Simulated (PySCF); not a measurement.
**C2HBrFN: core ionisation energies**

Species: bromofluoroacetonitrile, C₂HBrFN.
SMILES with atom numbers: `[N:1]#[C:2][C@H:3]([F:4])[Br:5]`

The calculation used delta-SCF UKS SCAN, pcX-2 on the ionised atom, pcseg-1 elsewhere, spin-free X2C (PySCF). Binding energies are ΔSCF values: E(core-ionised, relaxed orbitals) − E(ground state) at a fixed geometry, referred to the vacuum level.

Q: List the computed XPS lines with their assignment.

A: 
```csv
atom(s),environment,level,binding energy (eV),above the level's lowest (eV),count
N1,nitrile nitrogen,N 1s,406.25,0.00,1
C2,nitrile carbon,C 1s,293.32,0.00,1
C3,sp3 C–F carbon,C 1s,296.26,+2.94,1
F4,alkyl fluorine,F 1s,694.22,0.00,1
```

The listed C 1s values span 2.94 eV, from C2 (bonded to N (triple bond) and C) to C3 (bonded to F, Br, C and H). Summing the Pauling electronegativity differences to the bonded atoms, each weighted by its formal bond order, gives +1.47 for the lowest site and +1.49 for the highest.

Q: Which photon wavelength matches the N 1s of N1 threshold?

A: λ = hc/E = 12398.42 eV Å / 406.25 eV = 30.519 Å.

Q: Express the binding energy of N 1s of N1 in atomic units and per mole.

A: 406.25 eV = 14.9294 Eh = 39197 kJ/mol.

No level of bromine is listed. Geometry: PBE0-D3(BJ)/def2-SVP; no solvent, vibrations or thermal averaging.

Hardware: x86-64 server, one thread, no GPU, on a shared host. Cost: 8.8 s wall.
